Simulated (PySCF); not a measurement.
C3H7BeBr. Atoms are numbered in the order given.

```xyz
12

Be    -0.2089    -0.2000     0.0000
Br     1.7454     0.0270     0.0000
C     -1.8822    -0.4002     0.0000
C     -2.5454     0.1578     1.2657
C     -2.5454     0.1578    -1.2657
H     -2.0400    -1.4993     0.0000
H     -3.6327    -0.0395     1.2704
H     -2.4219     1.2513     1.3421
H     -2.1320    -0.2814     2.1879
H     -2.1320    -0.2814    -2.1879
H     -3.6327    -0.0395    -1.2704
H     -2.4219     1.2513    -1.3421
```
Charge 0, spin multiplicity 1.

Geometry optimised at PBE0-D3(BJ)/def2-SVP. One conformer was computed; it need not be the lowest.

Level of theory: PySCF with PBE/def2-TZVP.

ESP charges are fitted to the potential on shells at 1.4 to 2.0 van der Waals radii. Atomic charges (e):

```tsv
atom	IAO	Mulliken	ESP fit
Be1	1.38	?	0.13
Br2	-0.74	?	-0.18
C3	-0.73	0.07	0.57
C4	-0.43	-0.40	-0.49
C5	-0.43	-0.40	-0.49
H6	0.13	0.05	-0.11
H7	0.13	?	0.09
H8	0.13	?	0.10
H9	0.14	?	0.09
H10	0.14	?	0.09
H11	0.13	?	0.09
H12	0.13	?	0.10
```

Complete the blanks. (An estimate is asked for; the answer gives what the named calculation found.)


- Be1, Mulliken: 0.15
- Br2, Mulliken: -0.15
- H7, Mulliken: 0.11
- H8, Mulliken: 0.11
- H9, Mulliken: 0.12
- H10, Mulliken: 0.12
- H11, Mulliken: 0.11
- H12, Mulliken: 0.11
